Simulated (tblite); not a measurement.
C4H14N2SSi2.
Numbering: `[CH3:1][NH:2][Si@@H:3]1[CH2:4][CH2:5][NH:6][Si@H:7]1[S:8][CH3:9]` (hydrogens: H10, H11, H12 on C1; H13 on N2; H14 on Si3; H15, H16 on C4; H17, H18 on C5; H19 on N6; H20 on Si7; H21, H22, H23 on C9)

The geometry is computed with GFN2-xTB (gas phase).

(1) What internal coordinates does the optimisation give?

Answers

(1) 
| bond | length (Å) |
| --- | --- |
| C1–N2 | 1.445 |
| N2–Si3 | 1.721 |
| Si3–C4 | 1.910 |
| C4–C5 | 1.528 |
| C5–N6 | 1.454 |
| N6–Si7 | 1.721 |
| Si7–S8 | 2.157 |
| S8–C9 | 1.816 |
| Si3–Si7 | 2.287 |
| C1–H10, C1–H11, C1–H12 | 1.091 |
| N2–H13 | 1.010 |
| Si3–H14 | 1.476 |
| C4–H15 | 1.088 |
| C4–H16 | 1.089 |
| C5–H17 | 1.100 |
| C5–H18 | 1.094 |
| N6–H19 | 1.008 |
| Si7–H20 | 1.480 |
| C9–H21, C9–H22, C9–H23 | 1.085 |

Bonds in one row agree within 0.01 Å and their mean is given. A selection of angles:
| angle | degrees |
| --- | --- |
| N2–C1–H10 | 110.1 |
| N2–C1–H12 | 112.5 |
| H10–C1–H11 | 108.9 |
| H11–C1–H12 | 108.2 |
| C1–N2–Si3 | 122.3 |
| C1–N2–H13 | 111.0 |
| Si3–N2–H13 | 117.6 |
| N2–Si3–C4 | 106.3 |
| N2–Si3–Si7 | 107.6 |
| N2–Si3–H14 | 116.3 |
| C4–Si3–Si7 | 92.8 |
| C4–Si3–H14 | 109.2 |
| Si7–Si3–H14 | 121.2 |
| Si3–C4–C5 | 108.4 |
| Si3–C4–H15 | 114.5 |
| Si3–C4–H16 | 108.7 |
| C5–C4–H15 | 109.2 |
| C5–C4–H16 | 108.6 |
| H15–C4–H16 | 107.3 |
| C4–C5–N6 | 110.2 |
| C4–C5–H17 | 109.2 |
| C4–C5–H18 | 110.4 |
| N6–C5–H17 | 110.7 |
| N6–C5–H18 | 108.6 |
| H17–C5–H18 | 107.7 |
| C5–N6–Si7 | 117.4 |
| C5–N6–H19 | 113.0 |
| Si7–N6–H19 | 123.4 |
| N6–Si7–S8 | 109.6 |
| N6–Si7–H20 | 112.5 |
| S8–Si7–H20 | 102.3 |
| Si3–Si7–N6 | 91.9 |
| Si3–Si7–S8 | 118.5 |
| Si3–Si7–H20 | 121.9 |
| Si7–S8–C9 | 99.5 |
| S8–C9–H21 | 109.4 |
| S8–C9–H22 | 107.1 |
| H21–C9–H22 | 109.9 |
| H21–C9–H23 | 110.6 |

Dihedral angles: C1–N2–Si3–C4 171° (antiperiplanar); N2–Si3–C4–C5 -89° (synclinal); Si3–C4–C5–N6 -43° (synclinal); C4–C5–N6–Si7 51° (synclinal); C5–N6–Si7–S8 -151° (antiperiplanar); N6–Si7–S8–C9 -62° (synclinal); N2–Si3–Si7–N6 111° (anticlinal).

Si3 (SiH silicon) has angles from 92.8° to 121.2°. N2 (silicon-bound nitrogen) has angles 122.3°, 117.6° and 111.0°, sum 350.9°, 0.23 Å off the plane of its three neighbours. The 5-membered ring Si3–C4–C5–N6–Si7 has internal angles of 91.9° to 117.4° (sum 521°, against 540° for a flat polygon); it is puckered, 0.18 Å rms from its mean plane, widest ring torsion 51°. Of the pairs four or more bonds apart, Si7···H11 is among the closest relative to their van der Waals radii: 3.31 Å, 100 % of the sum of Bondi's values. N6 (silicon-bound nitrogen) has angles 123.4°, 117.4° and 113.0°, sum 353.8°, 0.19 Å off the plane of its three neighbours. Si7 (SiH silicon) has angles from 91.9° to 121.9°.

Point group: C1 (no symmetry element, even within 0.4 Å). Its GFN2-xTB frequencies are all real (lowest 31 cm⁻¹). One conformer, not necessarily the lowest. 3 starts were optimised and ended at 0.00, 0.40 and 0.69 kcal/mol (GFN2-xTB); the lowest of these is shown.

The run took 8.1 s on an Intel Xeon at 2.50 GHz with one thread, shared host with 64 logical CPUs at a one-minute load of 62. These figures are those of the optimisation.
